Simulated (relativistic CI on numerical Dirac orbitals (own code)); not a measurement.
Calculated levels, Tm⁶⁷⁺

Calculated at this level of theory: Dirac-Coulomb-Breit CI, KLI orbitals optimised for each configuration, model QED, unscaled Slater integrals (own radial code, finite nucleus).

Configurations in the expansion: 1s2, 1s 2s, 1s 2p, 1s 3s, 1s 3p, 1s 3d, 1s 4s, 1s 4p, 1s 4d, 1s 4f, 1s 5s, 1s 5p, 1s 5d, 1s 5f, 1s 5g, 1s 6s, 1s 6p, 1s 6d, 2s2. Levels of other configurations are missing.

```tsv
No.	Configuration	Term	J	E (eV)	%	Next component (%)	Lifetime (s)	jj configuration (%)
1	1s2	1S	0	0.0	100			closed (100)
2	1s 2s	3S	1	50693.5	100		1.99e-13	1s 2s (100)
3	1s 2p	3P°	1	50799.0	68	32 1P°	1.11e-16	1s 2p1/2 (100)
4	1s 2s	1S	0	50825.8	100			1s 2s (100)
5	1s 2p	3P°	0	50827.1	100			1s 2p1/2 (100)
6	1s 2p	3P°	2	51947.9	100		4.39e-14	1s 2p3/2 (100)
7	1s 2p	1P°	1	51994.2	68	32 3P°	5.78e-17	1s 2p3/2 (100)
8	1s 3s	3S	1	60441.9	100		4.36e-15	1s 3s (100)
9	1s 3p	3P°	1	60470.2	68	32 1P°	3.55e-16	1s 3p1/2 (100)
10	1s 3s	1S	0	60477.1	100		4.51e-15	1s 3s (100)
11	1s 3p	3P°	0	60477.5	100		1.74e-15	1s 3p1/2 (100)
12	1s 3p	3P°	2	60812.1	100		2.28e-15	1s 3p3/2 (100)
13	1s 3d	3D	2	60821.6	60	40 1D	6.42e-16	1s 3d3/2 (100)
14	1s 3d	3D	1	60825.0	100		6.60e-16	1s 3d3/2 (100)
15	1s 3p	1P°	1	60825.8	68	32 3P°	1.89e-16	1s 3p3/2 (100)
16	1s 3d	3D	3	60921.9	100		7.24e-16	1s 3d5/2 (100)
17	1s 3d	1D	2	60924.5	60	40 3D	6.99e-16	1s 3d5/2 (100)
18	1s 4s	3S	1	63792.1	100		6.54e-15	1s 4s (100)
19	1s 4p	3P°	1	63803.5	68	32 1P°	8.27e-16	1s 4p1/2 (100)
20	1s 4s	1S	0	63806.4	100		6.62e-15	1s 4s (100)
21	1s 4p	3P°	0	63806.5	100		3.00e-15	1s 4p1/2 (100)
22	1s 4p	3P°	2	63946.9	100		3.78e-15	1s 4p3/2 (100)
23	1s 4d	3D	2	63950.9	60	40 1D	1.46e-15	1s 4d3/2 (100)
24	1s 4d	3D	1	63952.3	100		1.52e-15	1s 4d3/2 (100)
25	1s 4p	1P°	1	63952.6	68	32 3P°	4.43e-16	1s 4p3/2 (100)
26	1s 4d	3D	3	63993.4	100		1.68e-15	1s 4d5/2 (100)
27	1s 4f	3F°	3	63993.6	57	43 1F°	3.23e-15	1s 4f5/2 (100)
28	1s 4f	3F°	2	63994.3	100		3.23e-15	1s 4f5/2 (100)
29	1s 4d	1D	2	63994.6	60	40 3D	1.60e-15	1s 4d5/2 (100)
30	1s 4f	3F°	4	64014.3	100		3.33e-15	1s 4f7/2 (100)
31	1s 4f	1F°	3	64014.8	57	43 3F°	3.33e-15	1s 4f7/2 (100)
32	1s 5s	3S	1	65319.5	100		1.05e-14	1s 5s (100)
33	1s 5p	3P°	1	65325.2	68	32 1P°	1.59e-15	1s 5p1/2 (100)
34	1s 5s	1S	0	65326.7	100		1.04e-14	1s 5s (100)
35	1s 5p	3P°	0	65326.7	100		5.15e-15	1s 5p1/2 (100)
36	1s 5p	3P°	2	65398.1	100		6.36e-15	1s 5p3/2 (100)
37	1s 5d	3D	2	65400.2	60	40 1D	2.79e-15	1s 5d3/2 (100)
38	1s 5d	3D	1	65400.9	100		2.90e-15	1s 5d3/2 (100)
39	1s 5p	1P°	1	65401.1	68	32 3P°	8.55e-16	1s 5p3/2 (100)
40	1s 5d	3D	3	65422.0	100		3.23e-15	1s 5d5/2 (100)
41	1s 5f	3F°	3	65422.1	57	43 1F°	6.18e-15	1s 5f5/2 (100)
42	1s 5f	3F°	2	65422.4	100		6.18e-15	1s 5f5/2 (100)
43	1s 5d	1D	2	65422.6	60	40 3D	3.05e-15	1s 5d5/2 (100)
44	1s 5f	3F°	4	65432.7	100		6.39e-15	1s 5f7/2 (100)
45	1s 5g	3G	4	65432.7	55	45 1G	1.07e-14	1s 5g7/2 (100)
```

Energies count from the lowest computed level; ° marks odd parity; lifetimes are radiative, by E1, M1, E2, M2 decay to levels of this space only; some are left blank where a channel outside the calculation adds to the decay or the decay crosses a small, uncertain gap. Filled j subshells are mostly left out of the jj labels.

The mean weight of the leading LS term, summed over parents, in these 45 levels is 85 %, and that of the leading jj configuration (from the same eigenvectors) 100 %, so jj coupling describes them better and the LS labels are nominal.

At this charge energies of transitions that change n are usually good to better than 1 %, and those within a shell (Δn = 0) to a few per cent.

LS names give the leading component of a level, which can be under half, so a name can repeat, a term be missing and a line seem to break the LS rules.
